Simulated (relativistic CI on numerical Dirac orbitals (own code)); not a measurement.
## Zr²⁺ (4d2) in a crystal field

Calculated by Dirac-Coulomb-Breit CI, orbitals from a KLI potential per configuration, QED by a radiative potential, one configuration in a parametric crystal field, unscaled Slater integrals (own radial code). With so little scaling, terms lie 10 to 35 % too far apart, which can change the order of excited levels.

Field parameters in Wybourne normalisation: Td as Oh with Dq negative (B⁴₀ = 21Dq, B⁴₄ = √(5/14) B⁴₀). The field is a parameter set, without covalency.

S is read from ⟨S²⟩ = S(S + 1).

Site symmetry Td; labels are those of the double group. Computed levels in cm⁻¹ above the lowest, in rising order:

| Δ (size of 10Dq) | Lowest | No. 2 | No. 3 | No. 4 | No. 5 | No. 6 | No. 7 | No. 8 |
| --- | --- | --- | --- | --- | --- | --- | --- | --- |
| 2100 | T2 | 2050 E | 2055 A2 | 2167 T2 | 2256 T1 | 3644 T2 | 3787 E | 4149 T1 |
| 3800 | T2 | 3699 A2 | 3791 E | 3796 T2 | 3924 T1 | 6407 T2 | 6468 E | 6899 T1 |
| 5450 | T2 | 5327 A2 | 5418 T2 | 5448 E | 5563 T1 | 8956 E | 8994 T2 | 9446 T1 |
| 7100 | T2 | 6965 A2 | 7053 T2 | 7082 E | 7206 T1 | 10013 E | 11434 T2 | 11546 E |
| 8800 | T2 | 8658 A2 | 8703 E | 8744 T2 | 8902 T1 | 10196 E | 13785 T2 | 13844 E |
| 10450 | T2 | 9794 E | 10302 A2 | 10388 T2 | 10549 T1 | 10807 E | 15926 T2 | 15968 E |
| 12150 | T2 | 10023 E | 11998 A2 | 12083 T2 | 12247 T1 | 12313 E | 17517 A1 | 18013 T2 |
| 13800 | T2 | 10087 E | 13645 A2 | 13730 T2 | 13896 T1 | 13925 E | 17933 A1 | 19951 T2 |
| 15500 | T2 | 10123 E | 15343 A2 | 15427 T2 | 15594 T1 | 15609 E | 18192 A1 | 21882 T2 |
| 17200 | T2 | 10148 E | 17041 A2 | 17125 T2 | 17293 T1 | 17301 E | 18396 A1 | 23763 T2 |
| 18850 | T2 | 10165 E | 18561 A1 | 18690 A2 | 18773 T2 | 18942 T1 | 18947 E | 25553 T2 |

Ground-state S against |10Dq| in cm⁻¹: 2100: 1.00, 3800: 1.00, 5450: 1.00, 7100: 1.00, 8800: 1.00, 10450: 1.00, 12150: 1.00, 13800: 1.00, 15500: 1.00, 17200: 1.00, 18850: 1.00.

No abrupt spin change occurs in this range.
